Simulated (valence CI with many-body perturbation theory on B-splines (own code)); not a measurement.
La7+ in brief

Method: relativistic CI+MBPT: four valence electrons over a frozen Dirac-Fock core [Kr] 4d10, a basis of 8 s, 8 p, 9 d, 9 f, 6 g, 3 h, 2 i functions for each j, with the one-electron correlation potential Σ1 (screened to all orders), the two-electron term Σ2, the three-electron term Σ3, Breit, model QED; selected single and double excitations, second order for the rest, scaled by the run's own slope (own B-spline code, finite nucleus).

No measured spectrum was set against this ion. As an estimate, levels hold to about 250 cm⁻¹ or 0.2 % of their energy and the worst to 1 %, as in measured heavy ions of charge 2 to 7; those with d or f electrons hold less well. Core correlation moves these levels by up to 38000 cm⁻¹, and in measured spectra 5 to 20 % of such shifts remained as error; rates that hang on mixing are uncertain with them.

Levels are named by their leading jj configuration (3d3/2^4 stands for four electrons in 3d with j = 3/2), which in mixed levels can hold well under half, so a name can repeat and another be missing.

Rates and lifetimes use the calculated energies. Strong lines usually hold to 10 to 20 %, long lifetimes can be off by a factor of two.

**Question.** What is the ground level?

**Answer.** (5s^2 5p1/2^2) J=0, composition 83 % 5s2.5p2 3P + 14 % 5s2.5p2 1S.

**Question.** Among levels below 280100 cm⁻¹, which E1 lines absorb most strongly from the ground level?

**Answer.** to (5s^2 5p1/2 5d3/2) J=1 at 40.05 nm, f = 0.966; to (4f5/2 5s 5p1/2 5p3/2) J=1 at 39.55 nm, f = 0.491; to (5s 5p3/2^3) J=1 at 40.72 nm, f = 0.455.

**Question.** What is the ionisation energy?

**Answer.** 105.88 eV; NIST lists 105 ± 2.1 eV (theoretical).

**Question.** Where does the other parity begin?

**Answer.** At (5s 5p1/2^2 5p3/2) J=2, 137660 cm⁻¹.

**Question.** What are the static dipole polarisabilities of the lowest levels?

**Answer.** (5s^2 5p1/2^2) J=0 3.44; (5s^2 5p1/2 5p3/2) J=1 3.58 (tensor 0.074); (5s^2 5p1/2 5p3/2) J=2 3.58 (tensor 0.053); (5s^2 5p3/2^2) J=2 3.70 (tensor 0.13) bohr³, of which the core gives 0.491.
